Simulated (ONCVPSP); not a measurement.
**Si (Z = 14): excitation energies, all-electron against ONCV**

* Element: Si (Z = 14)
* Generator: ONCVPSP 4.0.1
* Type: optimised norm-conserving Vanderbilt (ONCV)
* Functional: PBEsol
* Relativity: scalar-relativistic
* Frozen core: [Ne]
* Valence charge: 4
* Reference configuration: 3s2 3p2
* Partial waves: 3s: rc 1.40 bohr, ncon 4, nbas 8, qcut 5.1 1/bohr, 2 projectors, debl 1.5 Ha; 3p: rc 2.25 bohr, ncon 3, nbas 8, qcut 3 1/bohr, 2 projectors, debl 3.7 Ha
* Local potential: polynomial inside 1.25 bohr (lpopt 5, dvloc0 4 Ha)
* Core correction: Teter function, fcfact 5, rcfact 1.2

Energies are relative to the spin-unpolarised reference configuration 3s2 3p2; without spin polarisation the order of configurations can differ from experiment.

```
valence configuration  charge  ΔE all-electron (eV)  error AE − PS (meV)
              3s2 3p0      +2                23.676                 -5.0
              3s1 3p3       0                 6.793                 -0.4
```

(1) What are ΔE and the potential's error for 3s1 3p0?

(2) What are ΔE and the potential's error for 3s2 3p1?

Levels in the configuration 3s2 3p0:

```json
{"level": "3s", "all-electron (eV)": "-28.490", "pseudo (eV)": "-28.495"}
```

Note: ghosts flagged at negative energy: s at -109.7 eV; no localised positive-energy state flagged. A true bound ghost makes a file unfit for plane-wave use.

## Answers

(1) ΔE = 57.576 eV all-electron; the error (AE − PS) is -2.1 meV.

(2) ΔE = 7.713 eV all-electron; the error (AE − PS) is -0.6 meV.
